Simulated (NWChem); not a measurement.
System: sulfur difluoride (SF2); SMILES FSF

The following NWChem deck was run.

```
start job
memory heap 200 mb stack 900 mb global 1100 mb
geometry units angstroms noautosym nocenter noautoz
  F      1.256887     0.000000    -0.497856
  S      0.000000     0.000000     0.551976
  F     -1.256887     0.000000    -0.497856
end
basis spherical
  F library cc-pvdz
  S library cc-pvdz
end
dft
  xc m06-2x
  iterations 150
end
cosmo
  do_cosmo_smd true
  solvent water
end
task dft energy
```

Coordinates come from a PBE-D3(BJ)/def2-SVP optimisation. Solvent: water.

Solvent water, SMD (1 M gas to 1 M solution), gas-phase geometry.

### Question
Predict the main results of this run. (M06-2X/cc-pVDZ, SMD on the gas-phase geometry.) Quantities: basis functions; solvation free energy (kcal/mol); cavity-dispersion-structure term (kcal/mol); dipole in solution (D).

### Answer
```yaml
number_of_basis_functions: 46
solvation free energy (kcal/mol): 0.2
cavity-dispersion-structure term (kcal/mol): 1.7
dipole in solution (D): 1.80
```
